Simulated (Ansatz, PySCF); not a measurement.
Bond stretch in SiAl (cation, charge +1), lowest triplet found (which spin is the ground state isn't settled by this scan). Each curve is given relative to its own lowest point between 2.49 and 3.38 Å, where full CI is lowest.

```json
[
 {"R / Å": "2.49", "A": "4.2", "B": "1.3", "C": "6.1", "D": "4.2"},
 {"R / Å": "2.64", "A": "1.4", "B": "0.2", "C": "2.1", "D": "1.1"},
 {"R / Å": "2.76", "A": "0.2", "B": "0.0", "C": "0.6", "D": "0.1"},
 {"R / Å": "2.93", "A": "0.0", "B": "1.0", "C": "0.0", "D": "0.0"},
 {"R / Å": "3.10", "A": "0.7", "B": "2.8", "C": "0.5", "D": "0.9"},
 {"R / Å": "3.38", "A": "2.7", "B": "6.2", "C": "2.2", "D": "3.2"},
 {"R / Å": "3.72", "A": "5.4", "B": "10.1", "C": "4.9", "D": "6.5"},
 {"R / Å": "4.13", "A": "8.4", "B": "14.0", "C": "7.9", "D": "10.1"},
 {"R / Å": "4.55", "A": "10.8", "B": "17.1", "C": "10.4", "D": "13.1"},
 {"R / Å": "5.14", "A": "13.0", "B": "20.0", "C": "12.7", "D": "16.2"},
 {"R / Å": "5.79", "A": "14.2", "B": "21.6", "C": "14.2", "D": "18.3"},
 {"R / Å": "6.67", "A": "14.5", "B": "22.1", "C": "15.1", "D": "19.7"},
 {"R / Å": "7.81", "A": "13.8", "B": "21.5", "C": "15.7", "D": "20.4"}
]
```

Energies in kcal/mol.

Q: Match the curves with the methods CCSD on UHF/aug-cc-pVDZ, frozen core (Ansatz, an electronic-structure program); unrestricted BLYP/aug-cc-pVDZ in Ansatz; unrestricted CAM-B3LYP/aug-cc-pVDZ run with Ansatz; PySCF 2.14.0 with unrestricted LDA (SVWN5)/6-31G*, spherical d.

A: A is UKS-BLYP; B is UKS-LDA (SVWN5)/6-31G*; C is UCCSD; D is UKS-CAM-B3LYP.

The scan ran from 1.67 to 7.81 Å; beyond the distances shown full CI changes its symmetry label.
